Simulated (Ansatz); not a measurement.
The same path of BH10NOSi3 (16 atoms, charge 0, multiplicity 1) was run twice with different band settings. The coordinate that changes most is the height of N5 over the plane of its neighbours.

Level of theory: RKS B3LYP-D4/6-31G in Ansatz 0.2.0.

Relaxed end points:

```xyz
16
Properties=species:S:1:pos:R:3
B -1.327 -1.481 1.142
Si -0.444 -0.938 -0.572
Si 1.855 -1.542 -0.496
Si -0.412 1.449 -0.643
N 0.483 1.915 0.798
O -2.001 2.133 -0.820
H -0.839 -1.137 2.179
H -2.342 -2.108 1.186
H -1.082 -1.474 -1.825
H 2.055 -3.010 -0.757
H 2.406 -1.226 0.865
H 2.638 -0.767 -1.519
H 0.276 2.020 -1.840
H 0.497 1.358 1.640
H 0.935 2.813 0.893
H -2.720 1.974 -0.187
```

```xyz
16
Properties=species:S:1:pos:R:3
B -1.331 -1.494 1.191
Si -0.439 -0.940 -0.516
Si 1.854 -1.552 -0.539
Si -0.420 1.447 -0.517
N 0.554 1.954 0.845
O -2.034 2.084 -0.371
H -0.807 -1.230 2.232
H -2.387 -2.049 1.218
H -1.120 -1.417 -1.774
H 2.035 -3.010 -0.857
H 2.455 -1.285 0.812
H 2.606 -0.749 -1.562
H 0.233 2.025 -1.747
H 0.491 1.514 1.751
H 1.050 2.833 0.851
H -2.760 1.845 -0.971
```

Common settings: movable images 5; climbing image yes; spring 5.0 eV/Å²; optimiser quadratic models (default); start path through a guess of the saddle point; end points relaxed.

| run | force threshold | iteration limit |
| --- | --- | --- |
| 1 | 0.03 eV/Å | 26 |
| 2 | 0.5 eV/Å | 12 |

Task: What does each run give, and how far can it be trusted?

Result: Run 1: converged after 24 iterations, highest image 0.063 eV above the first end. The top lies less than 8 meV above the higher end, about what the thresholds resolve: that end is a shoulder or a very shallow well. A vibrational analysis at the climbing image gives one clearly imaginary mode, 100i cm⁻¹: a first-order saddle point.
Run 2: converged after 8 iterations, highest image 0.070 eV above the first end. The threshold of 0.5 eV/Å is loose, so the images may lie well off the minimum-energy path. The top lies less than 8 meV above the higher end, about what the thresholds resolve: that end is a shoulder or a very shallow well. The order of the stationary point at the top wasn't checked.
Limits of this set-up: no polarisation functions.
